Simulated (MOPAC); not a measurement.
Input for MOPAC: AM1 on HI, a point of a bond scan (R = 2.181 Å).

```
AM1 1SCF PRECISE CHARGE=0 THREADS=1
HI

I     -0.00000000 1    -0.00000000 1    -0.02991592 1
H      0.00000000 1     0.00000000 1     2.15095454 1
```

The log:

```
*******************************************************************************
 **                                                                           **
 **                              MOPAC v23.2.5                                **
 **                                                                           **
 *******************************************************************************
 ** MOPAC's Digital Object Identifier: https://doi.org/10.5281/zenodo.6511958 **
 **                                                                           **
 ** Please cite the open-source release paper for use of this MOPAC version:  **
 ** J. E. Moussa and J. J. P. Stewart (2026)                                  **
 ** MOPAC: An open-source semiempirical molecular orbital program             **
 ** J. Open Source Softw., 11(119), 8025, https://doi.org/10.21105/joss.08025 **
 *******************************************************************************

                              AM1 CALCULATION RESULTS

 *******************************************************************************
 *  AM1        - The AM1 Hamiltonian to be used
 *
 *
 *
 *                 CHARGE ON SYSTEM = 0
 *
 *
 *
 *  PRECISE    - TIGHTER CRITERIA TO BE USED
 *  1SCF       - DO 1 SCF AND THEN STOP
 *  THREADS=1  - MULTI-THREADING NOT USED
 *  T=         - A TIME OF 172800.0 SECONDS REQUESTED
 *  DUMP=N     - RESTART FILE WRITTEN EVERY 7200.0 SECONDS REQUESTED
 *******************************************************************************
AM1 1SCF PRECISE CHARGE=0 THREADS=1
 HI

   ATOM   CHEMICAL          X               Y               Z
  NUMBER   SYMBOL      (ANGSTROMS)     (ANGSTROMS)     (ANGSTROMS)

     1       I         -0.00000000  *  -0.00000000  *  -0.02991592  *
     2       H          0.00000000  *   0.00000000  *   2.15095454  *



          CARTESIAN COORDINATES

    NO.       ATOM           X           Y           Z

     1         I         -0.0000     -0.0000     -0.0299
     2         H          0.0000      0.0000      2.1510

  H: (AM1): M.J.S. DEWAR ET AL, J. AM. CHEM. SOC. 107 3902-3909 (1985)
  I: (AM1): M.J.S. DEWAR AND E. G. ZOEBISCH, THEOCHEM, 180, 1 (1988).

           Empirical Formula: H I  =     2 atoms



      MOLECULAR POINT GROUP   :   C*v


      RHF CALCULATION, NO. OF DOUBLY OCCUPIED LEVELS = 4


 -------------------------------------------------------------------------------
 AM1 1SCF PRECISE CHARGE=0 THREADS=1
 HI



     1SCF WAS SPECIFIED, SO BFGS WAS NOT USED
     SCF FIELD WAS ACHIEVED


                              AM1 CALCULATION
                                                       MOPAC v23.2.5 Linux




          FINAL HEAT OF FORMATION =         57.64303 KCAL/MOL =     241.17845 KJ/MOL


          COSMO AREA              =         73.40 SQUARE ANGSTROMS
          COSMO VOLUME            =         56.99 CUBIC ANGSTROMS

          IONIZATION POTENTIAL    =         10.419027 EV
          HOMO LUMO ENERGIES (EV) =        -10.419 -1.193
          NO. OF FILLED LEVELS    =          4
          MOLECULAR WEIGHT        =        127.9124         POINT GROUP:  C*v

          MOLECULAR DIMENSIONS (Angstroms)

            Atom       Atom       Distance
            H     2    I     1     2.18087
            H     2    I     1     0.00000
            I     1    H     2     0.00000


          SCF CALCULATIONS        =          1





   ATOM   CHEMICAL          X               Y               Z
  NUMBER   SYMBOL      (ANGSTROMS)     (ANGSTROMS)     (ANGSTROMS)

     1       I         -0.00000000  *  -0.00000000  *  -0.02991592  *
     2       H          0.00000000  *   0.00000000  *   2.15095454  *

                             CARTESIAN COORDINATES

   1    I       -0.000000000    -0.000000000    -0.029915920
   2    H        0.000000000     0.000000000     2.150954540


           Empirical Formula: H I  =     2 atoms



      MOLECULAR POINT GROUP   :   C*v


                  EIGENVALUES
 -29.09871 -11.47793 -10.41903 -10.41903  -1.19305


              NET ATOMIC CHARGES AND DIPOLE CONTRIBUTIONS

  ATOM NO.   TYPE          CHARGE      No. of ELECS.   s-Pop       p-Pop
    1          I          -0.105270        7.1053     1.98733     5.11794
    2          H           0.105270        0.8947     0.89473
 DIPOLE           X         Y         Z       TOTAL
 POINT-CHG.     0.000     0.000     1.103     1.103
 HYBRID        -0.000    -0.000     0.800     0.800
 SUM           -0.000    -0.000     1.902     1.902


          ATOMIC ORBITAL ELECTRON POPULATIONS

     Atom    s        px        py        pz
    1  I   1.98733   2.00000   2.00000   1.11794
    2  H   0.89473

 **********************
 *                    *
 * JOB ENDED NORMALLY *
 *                    *
 **********************




 == MOPAC DONE ==
```

The run finished.

Cost: very roughly 0.020 core-seconds.
